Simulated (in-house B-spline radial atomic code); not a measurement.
Successive ionisation energies of neodymium; each step leads to the configuration of the next row (after the last: [Ar] 3d10 4s2 4p1/2(2) 4p3/2(1)). Dirac energy differences include first-order Breit, QED and recoil terms. NIST's values go from ground level to ground level; the uncertainty of those that are theory runs from under 0.1 % in few-electron ions to several per cent in heavy many-electron ones. Computed with a B-spline radial code for spherical atoms: Dirac-Hartree-Fock, jj configuration that fills j = l - 1/2 first, finite nuclei.

A number in brackets counts the electrons of a j subshell.

```
  ion                    configuration  ionisation energy (eV)  tabulated value (eV)    tabulated kind  computed minus tabulated (eV)  highest orbital  largest mean radius (bohr)
Nd15+           [Kr] 4d3/2(4) 4d5/2(5)                   421.5                   420  tabulated theory                            1.5            4d5/2                      0.6603
Nd16+           [Kr] 4d3/2(4) 4d5/2(4)                   454.8                   453  tabulated theory                            1.8            4d5/2                     0.65156
Nd17+           [Kr] 4d3/2(4) 4d5/2(3)                   488.8                   489  tabulated theory                           -0.2            4d5/2                     0.64313
Nd18+           [Kr] 4d3/2(4) 4d5/2(2)                   523.5                   522  tabulated theory                            1.5            4d5/2                       0.635
Nd19+           [Kr] 4d3/2(4) 4d5/2(1)                   558.9                   562  tabulated theory                           -3.1            4d5/2                     0.62713
Nd20+                    [Kr] 4d3/2(4)                   601.7                   602  tabulated theory                           -0.3            4d3/2                     0.61324
Nd21+                    [Kr] 4d3/2(3)                   638.5                   638  tabulated theory                            0.5            4d3/2                     0.60557
Nd22+                    [Kr] 4d3/2(2)                   676.0                   678  tabulated theory                           -2.0            4d3/2                     0.59852
Nd23+                    [Kr] 4d3/2(1)                   714.1                   714  tabulated theory                            0.1            4d3/2                     0.59166
Nd24+                [Ar] 3d10 4s2 4p6                   858.7                   859  tabulated theory                           -0.3            4p3/2                     0.58252
Nd25+  [Ar] 3d10 4s2 4p1/2(2) 4p3/2(3)                   898.1                   896  tabulated theory                            2.1            4p3/2                      0.5774
Nd26+  [Ar] 3d10 4s2 4p1/2(2) 4p3/2(2)                   938.0                   939  tabulated theory                           -1.0            4p3/2                     0.57273
```
